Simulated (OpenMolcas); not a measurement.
**Computed levels of C2+**

* Program: OpenMolcas
* Method: CASSCF
* Basis: ANO-RCC-VQZP [5s4p3d2f1g]
* Scalar Hamiltonian: DKH2, point nucleus
* Active space: 2 electrons in 8 orbitals (2s 2p 3s 3p)
* State averaging: 2S+1 = 3 even, 3 roots (0 in the spin-orbit step); 2S+1 = 1 even, 1 root; 2S+1 = 3 odd, 3 roots; 2S+1 = 1 odd, 3 roots
* Spin-orbit coupling: state interaction with AMFI integrals over the reference wave functions, term energies averaged over their components

Spin-free terms above the lowest, with the occupations of the reference (each correlating shell added to its valence partner):

```csv
Configuration,Term,E (cm⁻¹),Occupations
2s²,¹S,0.0,2s 1.85 2p 0.15
2s 2p,³P°,53927,2s 1.00 2p 1.00
```

With spin-orbit coupling, above the lowest level:

| Configuration | Term | J | E (cm⁻¹) | Measured (cm⁻¹) | g | Term weight % |
| --- | --- | --- | --- | --- | --- | --- |
| 2s² | ¹S | 0 | 0.0 | 0.0 |  | 100 |
| 2s 2p | ³P° | 0 | 53874 | 52367 |  | 100 |
| 2s 2p | ³P° | 1 | 53900 | 52391 | 1.501 | 100 |
| 2s 2p | ³P° | 2 | 53954 | 52447 | 1.501 | 100 |

Against the 3 measured excited levels shown (Moore, Selected Tables of Atomic Spectra, NSRDS-NBS 3, section 3) the mean absolute deviation is 1500 cm-1; the largest miss in energy is 2s 2p ³P°₁: computed 53900, measured 52391 cm⁻¹ (+2.9 %).

Active for correlation alone: 3p 3s; no level in the range computed is led by a configuration that fills them, so any true level of that kind is missing. Measured partners are found by configuration, term and J. A level has none where our copy of the source lacks it or the pairing is in doubt (some pairs that miss far off the trend of their configuration count as doubtful), and it then counts in no deviation. Only configurations of the active space appear. The first state left out of the spin-orbit step lies near 140000 cm-1 above the lowest spin-free state of the reference (among the parities and spins computed), and the list stops at four fifths of that energy or lower.

The term weight is that of the spin-free term in the level, not the purity of its configuration. ° marks odd parity.
